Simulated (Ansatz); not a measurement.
Isolated molecules relaxed with PBE0-D4/def2-TZVP in Ansatz; ΔE leaves out vibrations. CBS: MP2 limit from def2 TZ/QZ plus the TZ coupled-cluster correction, frozen cores. This one scheme is used for every species. DFT in def2-TZVPP. B3LYP here is the variant with VWN-RPA as its local correlation; programs differ in this. Each species was taken in one conformer, which may not be the lowest.

`C=C[Si](O)(O)[SiH3]` + CH₄ → `C[Si](O)(O)[SiH3]` + `C=C`  (formal exchange of groups at the Si–C bond)

**Question.** Is it downhill or uphill in electronic energy at CCSD(T)/CBS, and by how much? (Estimate.)

**Answer.** The calculation gave: Uphill: ΔE = +14.5 kJ/mol.

**Question.** What do these levels give: PBE0-D4, B3LYP-D4, B2PLYP, r2SCAN, PBE0, SCS-MP2/def2-TZVPP, CCSD/def2-TZVPP, CCSD(T)/def2-TZVPP, HF/def2-QZVPP, SCS-MP2/def2-QZVPP, MP2/CBS(def2), CCSD/CBS(def2)? (Estimate.)

**Answer.** Ansatz gave: PBE0-D4 15.9, B3LYP-D4 17.7, B2PLYP 15.4, r2SCAN 15.8, PBE0 13.4, SCS-MP2/def2-TZVPP 16.9, CCSD/def2-TZVPP 13.8, CCSD(T)/def2-TZVPP 15.6, HF/def2-QZVPP 10.4, SCS-MP2/def2-QZVPP 16.0, MP2/CBS(def2) 16.8, CCSD/CBS(def2) 12.7 kJ/mol.

Largest T1 diagnostic among the species: 0.013.

The D4 term adds +4.1 kJ/mol with B3LYP and +2.4 kJ/mol with PBE0; it sums over pairs of atoms, weighted by their polarisabilities, and B3LYP, whose exchange is more repulsive, gets the larger term. In def2-TZVPP, CCSD(T) changes the Hartree–Fock value by +4.7 kJ/mol (the triples alone add +1.8 kJ/mol) and MP2 by +7.1 kJ/mol.
